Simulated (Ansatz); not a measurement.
Born–Oppenheimer molecular dynamics of CH$_{4}$Cl$_{3}$Ga (9 atoms, charge 0, multiplicity 1). It starts at the highest image of a converged band. Of that band: Neighbouring images differ by up to 1.4 eV, so the band resolves the path poorly. A vibrational analysis at the climbing image gives one clearly imaginary mode, 1627i cm⁻¹: a first-order saddle point.

Computed with RHF/def2-SVP (Ansatz 0.2.0).

* ensemble: NVE (velocity Verlet)
* time step: 0.5 fs
* steps asked: 200
* starting velocities drawn for: 100 K
* seed: 2392

First frame:

```xyz
9
Properties=species:S:1:pos:R:3
Ga -0.656 -0.273 -0.820
Cl 1.136 1.167 -1.631
Cl -0.437 -2.244 -1.646
Cl -2.546 0.737 -0.959
H 0.905 0.663 -0.194
C 0.321 0.003 1.022
H 1.276 0.482 1.281
H -0.439 0.503 1.623
H 0.440 -1.039 1.325
```

Task: How far do the bonds stretch over the last three quarters of this one trajectory? (Pairs bonded in most of those frames.)

Result: 
| bond | mean (Å) | spread (Å) | shortest | longest |
| --- | --- | --- | --- | --- |
| Ga1–Cl3 | 2.180 | 0.004 | 2.17 | 2.19 |
| Ga1–Cl4 | 2.178 | 0.013 | 2.16 | 2.20 |
| Ga1–C6 | 1.966 | 0.039 | 1.90 | 2.03 |
| Cl2–H5 | 1.285 | 0.044 | 1.22 | 1.35 |
| C6–H7 | 1.093 | 0.024 | 1.06 | 1.13 |
| C6–H8 | 1.093 | 0.012 | 1.07 | 1.12 |
| C6–H9 | 1.094 | 0.015 | 1.07 | 1.12 |

Mean temperature of the second half: 1368 K. The conserved energy stayed within 0.16 meV per atom of its start (net change -0.045 meV per atom), so the integration is sound. The system heated up, since it started high on the potential surface and ran downhill. A run of 0.1 ps of so small a system gives no equilibrium averages. The orbitals stay closed-shell, which can raise the energy where a bond breaks towards radicals; this wasn't checked here.

Run time: 5.9 min on 2 threads of Arm Neoverse V2, on a shared host, peak memory 0.3 GiB.
